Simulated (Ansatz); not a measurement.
Geometry optimisation, RKS BLYP/def2-SVP (Ansatz 0.2.0).

The input (input.yaml):

```yaml
crystal:
  periodic: [false, false, false]
  atoms:
    - { symbol: Si, position_ang: [0.0, 0.0, 0.0] }
    - { symbol: F, position_ang: [0.0, 0.0, 1.94] }
    - { symbol: F, position_ang: [1.4994, 0.0, -0.5295] }
    - { symbol: F, position_ang: [-0.7489, 1.2974, -0.5295] }
    - { symbol: F, position_ang: [-0.7489, -1.2974, -0.5295] }
    - { symbol: Cl, position_ang: [-2.306, 0.0, 0.7662] }
    - { symbol: H, position_ang: [-1.1666, 0.0, 1.849] }
basis:
  gaussian: { orbitals: def2-SVP }
hamiltonian:
  xc: blyp
relax:
  f_tol: 0.15
  max_steps: 25
  restrain:
    - { distance: [0, 5], at: 3.33, k: 30.0 }
    - { distance: [6, 1], at: 2.12, k: 30.0 }
    - { distance: [0, 1], at: 1.59, k: 30.0 }
    - { distance: [6, 5], at: 1.37, k: 30.0 }
```

Run as:

```bash
$ ansatz run input.yaml --threads 2 --pin off --max-ram 3072MiB --backend cpu --events-out ev --progress --plain --runs-dir out
```

Q: Where does it end, and by what steps?

A: The forces met the threshold. The restraints hold the end off the free minimum. After 7 steps the energy has fallen by 2.959 eV (the restraints' own energy left out); H7 moved furthest, 0.73 Å. Parted: Si1–Cl6 (2.43 → 3.34 Å).

```csv
step,energy less start (eV),largest force component (eV/Å),accepted
0,0.0000,3.127,yes
1,-1.1339,3.481,yes
2,-1.9487,5.617,yes
3,-2.5622,4.044,yes
4,-2.8733,1.376,yes
5,-2.9470,0.978,yes
6,-2.9545,0.813,yes
7,-2.9585,0.779,yes
```

```xyz
7
Properties=species:S:1:pos:R:3
Si 0.214 0.000 -0.084
F 0.196 0.000 1.521
F 1.757 0.000 -0.538
F -0.478 1.328 -0.656
F -0.478 -1.328 -0.656
Cl -2.846 0.000 1.251
H -1.837 0.000 2.130
```

Run time: 14 s on 2 threads of Arm Neoverse V1, with other jobs on the host, peak memory 0.13 GiB.
